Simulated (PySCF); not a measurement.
## Antimony: a sound run and one with changed settings

Sound run: Sb [Kr] 4d10 5s2 5p3, Sb⁺ [Kr] 4d10 5s2 5p2. Calculation: PySCF 2.14, in x2c-SVPall; scalar relativity by spin-free X2C-1e. In the sound run the correlated levels freeze [Kr] 4d10. The sound run starts from symmetry-adapted Hartree-Fock orbitals and uses a fine grid where one is needed.

A second run was set up differently.

```
species   method  sound run (hartree)  changed run (hartree)  converged
     Sb      UHF          -6477.25596            -6477.25596        yes
     Sb    B3LYP          -6480.07848            -6480.07848        yes
     Sb     TPSS          -6479.72807            -6479.72807        yes
     Sb      MP2          -6477.30044            -6477.29531        yes
     Sb  CCSD(T)          -6477.31359            -6477.31359        yes
    Sb⁺      UHF          -6476.94088            -6476.94088        yes
    Sb⁺    B3LYP          -6479.75083            -6479.75083        yes
    Sb⁺     TPSS          -6479.39816            -6479.39816        yes
    Sb⁺      MP2          -6476.97489            -6476.97099        yes
    Sb⁺  CCSD(T)          -6476.98916            -6476.98916        yes
```

Ionisation energy of Sb:

| method | sound run (eV) | changed run (eV) |
| --- | --- | --- |
| UHF | 8.574 | 8.574 |
| B3LYP | 8.916 | 8.916 |
| TPSS | 8.977 | 8.977 |
| MP2 | 8.859 | 8.825 |
| SCS-MP2 | 8.761 | 8.738 |
| CCSD | 8.825 | 8.825 |
| CCSD(T) | 8.828 | 8.828 |

What was changed?
A. level shift left on
B. a valence shell is frozen
C. angular grid far too coarse
D. minimal basis

A. It used initial guess sap, at most 50 SCF cycles, level shift 0.1 hartree. A level shift leaves the converged SCF energy unchanged but raises the virtual orbital energies, which shrinks MP2 if it is not removed.
